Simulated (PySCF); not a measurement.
**TDDFT excited states: C6H10N2**

C6H10N2.
Atom-mapped SMILES: `[CH2:1]=[CH:2][N:3]1[CH2:4][C@H:5]([CH3:6])[CH:7]=[N:8]1` (hydrogens: H9, H10 on C1; H11 on C2; H12, H13 on C4; H14 on C5; H15, H16, H17 on C6; H18 on C7)

Computed, not measured: PySCF, TDDFT CAM-B3LYP/def2-SVPD, vertical, gas phase, core orbitals frozen in the response. Isolated species at its GFN2-xTB geometry (one conformer only).

```csv
state,E (eV),λ (nm),ν̃ (cm⁻¹),f,"main configurations (H = HOMO, L = LUMO)"
S1,4.94,250.9,39860,0.360,H→L (92%)
S2,5.41,229.1,43660,0.058,"H→L+1 (82%), H→L+2 (9%)"
S3,6.10,203.2,49220,0.045,"H→L+2 (67%), H→L+3 (14%)"
S4,6.23,198.9,50270,0.045,"H→L+4 (73%), H→L+7 (11%), H→L+2 (10%)"
S5,6.30,196.8,50810,0.133,"H→L+5 (85%), H→L+3 (9%)"
S6,6.34,195.5,51150,0.0015,"H-1→L (78%), H-1→L+1 (12%)"
S7,6.58,188.4,53080,0.026,"H→L+3 (67%), H→L+5 (10%)"
S8,6.81,182.0,54960,0.0012,"H→L+6 (69%), H→L+8 (18%)"
```

Triplets (Tamm–Dancoff): T1 3.31 eV, H→L (72%), H→L+1 (13%); T2 4.28 eV, H→L+5 (55%), H-2→L (11%), H→L+4 (9%); T3 5.32 eV, H→L+1 (71%), H→L+2 (11%), H→L (10%).

The lowest singlet lies at 4.94 eV (251 nm, ultraviolet) and is strong; its leading configuration is HOMO→LUMO (92%). The lowest level is also the most intense of those listed (f = 0.360). Löwdin shares by element: HOMO carbon 48% or more, nitrogen 27% or more (atoms not listed hold the other 25%); LUMO carbon 35% or more, nitrogen 24% or more (atoms not listed hold the other 41%). The oscillator strengths of these states sum to 0.670; summed over the whole spectrum of an exact calculation they would give the number of electrons, 60 (Thomas–Reiche–Kuhn). Orbital energies (eV): HOMO-3 -11.52, HOMO-2 -9.74, HOMO-1 -9.71, HOMO -6.75, LUMO 0.89, LUMO+1 1.36, LUMO+2 1.90. The listed states span 1.87 eV, and the widest gap between neighbours is 0.69 eV (S2 to S3). The window holds the lowest 8 singlets.
